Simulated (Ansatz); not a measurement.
`C[C](=N)[AlH2]` + `C/C(N)=C\[SiH3]` → `C/[C]([AlH2])=C\[SiH3]` + `CC(=N)N`  (formal exchange of groups at the Al–C bond)

Computed with Ansatz on PBE0-D4/def2-TZVP structures; ΔE is electronic, products minus reactants. CBS: MP2 limit from def2 TZ/QZ plus the TZ coupled-cluster correction, frozen cores. Double bonds are as drawn, so ΔE can hold a change between cis and trans. DFT in def2-TZVPP. Each species was taken in one conformer, which may not be the lowest.

`C[C](=N)[AlH2]`:

```xyz
10

C     0.131    0.372   -1.440
C    -0.184   -0.325   -0.151
N    -0.796   -1.447   -0.215
Al    0.286    0.378    1.645
H    -0.327    1.366   -1.461
H    -0.228   -0.211   -2.291
H     1.210    0.531   -1.537
H    -0.962   -1.837    0.716
H    -0.175   -0.576    2.829
H     1.045    1.749    1.905
```

`C/C(N)=C\[SiH3]`:

Z-matrix (Å, degrees):
```
C
C 1 1.496
H 1 1.094 2 110.4
H 1 1.089 2 111.9 3 120.7
H 1 1.095 2 110.7 3 -118.9
N 2 1.376 1 113.3 3 58.6
C 2 1.347 1 123.5 3 -118.5
H 6 1.006 2 117.3 1 26.1
H 6 1.006 2 116.9 1 167.5
Si 7 1.840 2 125.7 1 0.9
H 7 1.089 2 117.1 1 179.9
H 10 1.493 7 113.4 2 61.4
H 10 1.493 7 113.1 2 -59.3
H 10 1.488 7 108.7 2 -178.8
```

`C/[C]([AlH2])=C\[SiH3]`:

```xyz
14

C     0.180   -1.351    0.771
C     0.633   -0.084    0.110
Al    2.505    0.464    0.000
C    -0.234    0.776   -0.458
Si   -2.097    0.582   -0.539
H     0.489   -1.378    1.821
H    -0.905   -1.492    0.739
H     0.642   -2.225    0.299
H     3.676   -0.413    0.623
H     2.803    1.834   -0.743
H     0.170    1.678   -0.922
H    -2.698    0.494    0.820
H    -2.488   -0.645   -1.286
H    -2.675    1.761   -1.234
```

`CC(=N)N`:

Z-matrix (Å, degrees):
```
C
C 1 1.498
H 1 1.087 2 109.2
H 1 1.094 2 110.7 3 120.2
H 1 1.093 2 110.6 3 -120.5
N 2 1.273 1 119.7 3 -0.3
N 2 1.377 1 114.1 3 177.2
H 6 1.020 2 111.5 1 179.7
H 7 1.005 2 118.2 1 20.9
H 7 1.006 2 117.7 1 166.3
```

```
             level  ΔE (kJ/mol)
            PBE-D4        -29.6
           ωB97X-V        -31.8
              PBE0        -31.4
     HF/def2-TZVPP        -37.0
    MP2/def2-TZVPP        -34.0
CCSD(T)/def2-TZVPP        -32.5
      HF/CBS(def2)        -36.6
     MP2/CBS(def2)        -33.1
```

Question: What does CCSD(T)/CBS give? (An estimate is asked.)

Answer: Computed: -31.6 kJ/mol. The listed levels differ from it by 2.0, -0.2, 0.2, -5.4, -2.4, -0.9, -5.0, -1.5 kJ/mol.

Largest T1 diagnostic among the species: 0.012.
